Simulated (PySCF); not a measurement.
Cost of one run: shielding job, `C[SiH](C)N(N)C1CC1`.

Method: GIAO PBE0/pcSseg-1 NMR shielding, non-relativistic, gas phase (PySCF 2.14.0, density-fitted response routines). Geometry: GFN2-xTB. Work: shieldings, ring-centre shieldings, charges and field gradients, density and orbital grids written, density fitting. The input is one job of a driver script: a line of settings, then coordinates in Å.

Command:
```bash
OMP_NUM_THREADS=1 python probes_run.py task.json out
```

Input:
```
{"job": {"kind": "nmr", "xc": "PBE0", "basis": "pcSseg-1"}, "charge": 0, "multiplicity": 1}
C     -2.284979    -1.490311    -0.569174
Si    -1.390328    -0.087887     0.337000
C     -1.586140     1.563718    -0.578018
N      0.287793    -0.535000     0.381019
N      0.491113    -1.858014     0.862415
C      1.360513     0.360998     0.662056
C      2.648772     0.191763    -0.096034
C      1.763053     1.367917    -0.368564
H     -2.100581    -2.443595    -0.087513
H     -3.356080    -1.317741    -0.575854
H     -1.956102    -1.572770    -1.600426
H     -1.963271     0.078440     1.693592
H     -1.005142     2.354320    -0.115949
H     -1.283104     1.491353    -1.617579
H     -2.626673     1.870613    -0.564147
H      1.319464    -2.243544     0.411929
H      0.662482    -1.848047     1.869090
H      1.450236     0.658677     1.709360
H      2.686421    -0.580149    -0.849798
H      3.581571     0.344430     0.426020
H      1.215292     1.368766    -1.296110
H      2.075280     2.345448    -0.034165
```

Hardware: an Arm Neoverse V1 with one thread (shared host). PySCF's memory limit was set to 1040 MB.

Question: How large is the basis?

Answer: 213 functions for 72 electrons, with 1116 fitting functions; the fitted three-index integrals, 1116 × 213 × 214/2 numbers of 8 bytes, come to 190 MiB.

Question: What wall time should be expected on this hardware?

Answer: About 48 s. The SCF took 13 cycles.

Question: Estimate the peak memory.

Answer: About 0.85 GiB. Peak memory is the resident size of the whole Python process, interpreter and libraries included.

Question: At this speed, how long would 5000 such jobs take on 16 cores, one job a core?

Answer: 5000/16 gives 313 rounds of 48 s, about 4.2 h of wall time and 67 core-hours, if the jobs don't slow each other.

The SCF part of the output:
```
coarse grid: 17864 points
cycle   1  E = -597.2670398959  dE =  8.465e-01  |g| = 5.513e-01  |ddm| = 4.105e+00
cycle   2  E = -597.2559689230  dE =  1.107e-02  |g| = 5.933e-01  |ddm| = 1.040e+00
cycle   3  E = -597.3442617284  dE = -8.829e-02  |g| = 4.445e-02  |ddm| = 5.812e-01
cycle   4  E = -597.3445954274  dE = -3.337e-04  |g| = 2.193e-02  |ddm| = 6.699e-02
cycle   5  E = -597.3446834298  dE = -8.800e-05  |g| = 8.331e-03  |ddm| = 2.925e-02
cycle   6  E = -597.3446977393  dE = -1.431e-05  |g| = 1.076e-03  |ddm| = 8.198e-03
cycle   7  E = -597.3446979801  dE = -2.407e-07  |g| = 4.031e-04  |ddm| = 1.469e-03
final grid: 165160 points
cycle   8  E = -597.3879478948  dE = -4.708e-05  |g| = 1.029e-02  |ddm| = 3.073e-02
cycle   9  E = -597.3879386893  dE =  9.205e-06  |g| = 1.209e-02  |ddm| = 2.088e-02
cycle  10  E = -597.3879741649  dE = -3.548e-05  |g| = 8.165e-04  |ddm| = 1.164e-02
cycle  11  E = -597.3879742847  dE = -1.199e-07  |g| = 3.450e-04  |ddm| = 1.186e-03
cycle  12  E = -597.3879743093  dE = -2.450e-08  |g| = 5.973e-05  |ddm| = 3.358e-04
cycle  13  E = -597.3879743100  dE = -7.033e-10  |g| = 1.682e-05  |ddm| = 8.568e-05
converged SCF energy = -597.3879743100
```

On the final grid dE counts from the start density on that grid.

The host was shared with other jobs, so the times are rough.
